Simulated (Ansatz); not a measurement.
The cluster AsP3, relaxed as a singlet with RKS r2SCAN-D4/def2-SVP in Ansatz, starting from the GFN2-xTB geometry. Force threshold 0.02 eV/Å.

The structure comes from a short search, and lower isomers may exist.

Start:

Cartesian coordinates in Å:
```
P -0.213 -1.324 0.067
P 0.762 0.242 -1.078
P 0.696 0.363 1.090
As -1.245 0.718 -0.078
```

```tsv
step	energy (eV)	largest force component (eV/Å)	SCF passes
1	-88690.8692	1.121	25
2	-88690.9128	0.351	31
3	-88690.9178	0.011	31
4 (rejected)	-88690.9043	0.373	31
5	-88690.9178	0.011	31
```

Force components are those of the run's own axes.

End:

```xyz
4

P    -0.2210   -1.3486    0.0683
P     0.7741    0.2497   -1.1003
P     0.7060    0.3729    1.1112
As   -1.2590    0.7260   -0.0792
```

By distances, no bond broke or formed. The bond that changes most is P1–P2, from 2.17 to 2.22 Å (atoms count from 1).

The force fell under the threshold at step 3, but the optimiser went on. No frequencies were taken in this run, so the end may be a saddle point.

It took 6.5 s on 4 threads of Arm Neoverse V2 on a shared host.
